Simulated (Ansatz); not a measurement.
## Reading a saddle point

A first-order saddle point of SiNH7O4, closed shell, PBE0-D4/def2-TZVP, with one imaginary mode of 560i cm⁻¹:

```
13
angstrom
Si -0.0397 -0.5851 0.1255
O -0.0350 1.5330 0.7892
O 0.1632 -1.9845 -0.7269
O -1.6551 -0.6017 0.3945
O 1.0649 -0.6985 1.3184
H 0.3434 1.3944 -0.5475
N 0.5107 0.5138 -1.2480
H -0.7483 2.1223 1.0386
H -0.1052 -2.7909 -0.2858
H -1.9397 0.1344 0.9387
H 1.0728 0.1374 1.8017
H -0.0977 0.4796 -2.0569
H 1.4658 0.3459 -1.5414
```

Computed with Ansatz 0.2.0 (basis: def2-TZVPP and def2-QZVPP); correlated methods freeze the cores. Extrapolation: Hartree–Fock as exp(−7.88 √X), correlation as X^−2.97.

Problem. Which contacts change along the imaginary mode, and what lies on either side? (A judgement: the text doesn't fix the answer.)

Solution. By the calculation: The step is SiH₄O₄ ([OH][Si]([OH])([OH])[OH]) + NH₃ → SiNH₅O₃ ([NH2][Si]([OH])([OH])[OH]) + H₂O, with the molecules in contact on both sides. Shortening one way: Si1–N7, O2–H6; lengthening the same way: Si1–O2, H6–N7.
| pair | one side (Å) | saddle (Å) | other side (Å) |
| --- | --- | --- | --- |
| Si1–N7 | 2.04 | 1.84 | 1.73 |
| O2–H6 | 2.59 | 1.40 | 0.98 |
| Si1–O2 | 1.67 | 2.22 | 3.04 |
| H6–N7 | 1.01 | 1.14 | 1.99 |

Problem. Which side is lower, and how far does the saddle lie above each? (An estimate is asked for; the value comes from the calculation.)

Solution. The calculation gives: The side with Si1–O2, H6–N7 short is lower by 0.312 eV; the saddle lies 1.469 eV above it and 1.157 eV above the other (CCSD(T) at an estimated basis limit (MP2 extrapolated from triple and quadruple zeta, plus CCSD(T) − MP2 in triple zeta); electronic energies).

The T1 diagnostic stays at or below 0.012.

Labels in which every atom is bracketed show which atoms are joined, not bond orders.

For scale, one of the runs: CCSD(T)/def2-TZVPP, 295 basis functions, launched by `ansatz run in.yaml --threads 8 --pin off --events-out ev --progress --plain --max-ram 19148MiB`. Time: 4.5 min of wall clock on 8 CPU threads of an Intel Xeon; the host was shared. Peak host memory: 10 GiB.
